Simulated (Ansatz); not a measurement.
Reaction (formal hydrolysis of a B–S bond): `[SiH3]OB(S)O[SiH3]` + H₂O → `OB(O[SiH3])O[SiH3]` + H₂S

Isolated molecules relaxed with PBE0-D4/def2-TZVP in Ansatz; ΔE leaves out vibrations. CCSD(T)/CBS is the MP2 limit (def2-TZVPP, def2-QZVPP) plus CCSD(T) − MP2 in def2-TZVPP, frozen cores. This one scheme is used for every species. Functionals use def2-TZVPP. Each species was taken in one conformer, which may not be the lowest.

`[SiH3]OB(S)O[SiH3]`:

```xyz
13

Si    1.383   -0.601   -1.500
O    -0.053    0.193   -1.424
B    -0.912    0.770   -0.547
S    -2.182    1.856   -1.272
O    -0.869    0.583    0.797
Si   -0.157   -0.399    1.910
H     2.187   -0.329   -0.279
H     2.109   -0.109   -2.694
H     1.136   -2.059   -1.620
H    -2.771    2.158   -0.105
H    -1.152   -0.656    2.978
H     1.035    0.277    2.477
H     0.246   -1.684    1.281
```

H₂O:

Cartesian coordinates in Å:
```
O -0.351 0.087 0.144
H -0.112 -0.039 -0.777
H 0.463 -0.048 0.633
```

`OB(O[SiH3])O[SiH3]`:

```xyz
13

O     1.666    2.109   -0.510
B     0.846    1.051   -0.263
O    -0.128    0.794   -1.175
Si   -1.540   -0.004   -1.390
O     1.038    0.304    0.870
Si    0.528   -1.117    1.518
H     2.332    2.208    0.173
H    -1.299   -1.248   -2.162
H    -2.146   -0.350   -0.075
H    -2.463    0.882   -2.138
H    -0.582   -0.869    2.469
H     1.677   -1.720    2.235
H     0.069   -2.041    0.447
```

H₂S:

Z-matrix (Å, degrees):
```
S
H 1 1.341
H 1 1.341 2 92.3
```

(1) Is it downhill or uphill in electronic energy at CCSD(T)/CBS, and by how much? (Estimate.)

(2) What do these levels give: PBE-D4, ωB97X-V, ωB97M-V, PBE, HF/def2-TZVPP, SCS-MP2/def2-TZVPP, CCSD/def2-TZVPP, CCSD(T)/def2-TZVPP, HF/def2-QZVPP, MP2/def2-QZVPP, SCS-MP2/def2-QZVPP, MP2/CBS(def2)? (Estimate.)

Largest T1 diagnostic among the species: 0.013.

Results:

(1) Ansatz gave: Downhill: ΔE = -59.1 kJ/mol.

(2) Computed: PBE-D4 -53.8, ωB97X-V -64.1, ωB97M-V -65.6, PBE -57.5, HF/def2-TZVPP -81.8, SCS-MP2/def2-TZVPP -63.4, CCSD/def2-TZVPP -67.5, CCSD(T)/def2-TZVPP -63.7, HF/def2-QZVPP -82.0, MP2/def2-QZVPP -55.8, SCS-MP2/def2-QZVPP -61.1, MP2/CBS(def2) -53.8 kJ/mol.

In def2-TZVPP, CCSD(T) changes the Hartree–Fock value by +18.1 kJ/mol (the triples alone add +3.8 kJ/mol) and MP2 by +23.4 kJ/mol. From PBE to PBE0 (25 % exact exchange), in def2-TZVPP and without D4, ΔE moves by −3.6 kJ/mol.
